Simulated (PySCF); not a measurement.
## Working with the constants of MgPb⁻

ROHF constants of MgPb⁻, ⁴Σ⁻ (quartet), unpaired electrons σ ↑, π ↑↑ (PySCF, scalar-relativistic core potentials, basis sets Mg aug-cc-pVDZ, Pb aug-cc-pVDZ-PP with ECP60; masses 23.9850 and 207.9766 u):

| Quantity | Value |
| --- | --- |
| ωe | 92.5 cm⁻¹ |
| ωexe | 1.09 cm⁻¹ |
| Be | 0.070645 cm⁻¹ |
| αe | 0.000983 cm⁻¹ |
| D (centrifugal) | 1.65e-07 cm⁻¹ |
| De to Mg + Pb⁻ | 0.321 eV |

(1) Give the vibrational terms G(v) and spacings up to v = 6.

(2) How well does the Morse estimate ωe²/(4ωexe) reproduce De, and what is D0?

Spin–orbit coupling is left out, which matters for elements this heavy, above all for dissociation energies. For an ion De counts to the pair picked by the measured ionisation energies or electron affinities, which need not be the lowest pair at this level. Hartree–Fock leaves out correlation, which carries a large part of most bond energies and some tenths to 1 eV of ionisation energies. The state is the lowest determinant that a PBE0 search found; another state may lie lower at other levels.

Results:

(1) G(v) = ωe(v+½) − ωexe(v+½)².

```
v  G(v) (cm⁻¹)  G(v) − G(v−1)  Bv (cm⁻¹)
0         46.0                   0.07015
1        136.3           90.3    0.06917
2        224.4           88.1    0.06819
3        310.4           86.0    0.06720
4        394.2           83.8    0.06622
5        475.8           81.6    0.06524
6        555.2           79.4    0.06426
```

(2) It gives 0.243 eV, 76 % of the computed De. D0 = De − G(0) = 0.321 − 0.006 = 0.315 eV.
